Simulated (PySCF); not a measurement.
Geometry:
| atom | x (Å) | y (Å) | z (Å) |
| --- | --- | --- | --- |
| Al1 | 0.001 | 0.000 | 0.000 |
| F2 | 1.643 | -0.012 | 0.007 |
| F3 | -0.811 | 1.428 | -0.010 |
| F4 | -0.833 | -1.416 | 0.003 |

Geometry: PBE0-D3(BJ)/def2-SVP; GIAO absolute shieldings from PySCF 2.14.0 with density-fitted response routines, gas phase, non-relativistic, averaged over equivalent atoms.

At PBE0/pcSseg-1 (pcSseg-2 on Al) (94 basis functions, 3.8 s wall time on 1 thread of an x86-64 server CPU, shared host):
```csv
atoms,σ (ppm)
Al1,502.1
F2/F3/F4,375.9
```

What do these become at PBE/pcSseg-1 (pcSseg-2 on Al)?

Answers


```
   atoms  σ at PBE/pcSseg-1 (pcSseg-2 on Al)  change
     Al1                               485.9   -16.2
F2/F3/F4                               362.5   -13.4
```

The largest change is at Al1 (aluminium bonded to 3 F). Cost: 94 basis functions, 3.5 s wall time on 1 thread of an x86-64 server CPU, shared host.
